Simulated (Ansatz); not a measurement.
## Energy profile

The step: GeH₃Br ([GeH3][Br]) + H₂O₂ ([OH][OH]) → GeH₄O₂ ([OH][O][GeH3]) + HBr; bonds formed: Ge1–O7, Br2–H6; bonds broken: Ge1–Br2, H6–O7 (atoms numbered as in the saddle structure below).

```
9
angstrom
Ge -0.8515 -0.7287 -0.1524
Br 1.4806 -1.7976 1.0051
H -0.7394 -1.9314 -1.0828
H -1.4263 -0.8928 1.2487
H -1.6364 0.3861 -0.8879
H 1.3524 0.1116 0.4517
O 0.7167 0.5672 -0.2134
O 0.4107 1.8916 0.2038
H 0.6932 2.3939 -0.5730
```

Electronic energies by CCSD(T) at an estimated basis limit (MP2 extrapolated from triple and quadruple zeta, plus CCSD(T) − MP2 in triple zeta), on PBE0-D4/def2-TZVP structures; GeH5BrO2, closed shell; no counterpoise correction. Program: Ansatz 0.2.0. Basis: def2-TZVPP and def2-QZVPP. Cores are frozen in the correlated methods. Filled d shells of the heavier atoms are correlated. The def2 sets are not built for correlating such inner shells, so the correlated values are less sure here. Extrapolation: Hartree–Fock as exp(−7.88 √X), correlation as X^−2.97.

(1) Give the profile in kJ/mol, counted from the separated reactants. (An estimate is asked for; the value comes from the calculation.)

No T1 diagnostic of these runs exceeds 0.013.

## Answers

(1) The calculation gives:
```json
{"point": "separated: GeH3Br (linked as [GeH3][Br]; Ge1, Br2, H3, H4, H5; singlet) + H2O2 (linked as [OH][OH]; H6, O7, O8, H9; singlet)", "kJ/mol": "0.0"}
{"point": "start structure", "kJ/mol": "-22.1"}
{"point": "saddle", "kJ/mol": "93.5"}
{"point": "end structure", "kJ/mol": "35.8"}
{"point": "separated: GeH4O2 (linked as [OH][O][GeH3]; Ge1, H3, H4, H5, O7, O8, H9; singlet) + HBr (Br2, H6; singlet)", "kJ/mol": "57.7"}
```

For scale, one of the runs: CCSD(T)/def2-TZVPP, 228 basis functions (an equivalent command: `ansatz run in.yaml --threads 8`). Time: 2.3 min of wall clock on 8 CPU threads; the host was shared. Peak host memory: 4.2 GiB.
